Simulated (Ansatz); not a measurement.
A made-up structure of CH3GeO (charge +1), closed shell:

```xyz
6
angstrom
O 0.4952 -1.0983 0.4997
C -0.5338 -0.9035 -0.1349
Ge 0.1794 0.8652 -0.0634
H -1.2706 -1.6669 -0.4146
H 1.2382 1.1773 -1.1025
H -1.3734 -1.0625 0.4924
```

It is relaxed with PBE-D4/def2-SVP and then PBE0-D4/def2-TZVP (Ansatz 0.2.0). Atoms count as bonded within 1.22 times the sum of their covalent radii (H–H: 0.88 Å). The end point is not checked to be a true minimum.

Question: Does its bonding change? (A judgement: the text doesn't fix the answer.)

Answer: Computed: Yes. Formed: none; broken: C2–Ge3.

Where it ends: The first stage lowers the energy by 5.45 eV in 27 steps. It ends as CH₃GeO ([CH2][O][GeH]), total charge +1:
```xyz
6
angstrom
O -0.1115 -0.3655 0.0277
C -0.9342 -1.2675 0.0462
Ge 1.2346 1.0111 0.3311
H -0.6104 -2.3047 -0.0917
H 1.1509 1.2733 -1.2290
H -1.9945 -1.0354 0.1925
```

Labels in which every atom is bracketed show which atoms are joined, not bond orders.

For scale, one of the runs: PBE0-D4/def2-TZVP relaxation, 128 basis functions, launched by `ansatz run in.yaml --threads 2 --pin off --events-out ev --progress --plain --max-ram 4352MiB`. The run took about 13 s on 2 CPU threads of an AMD EPYC 9R14 (shared host).
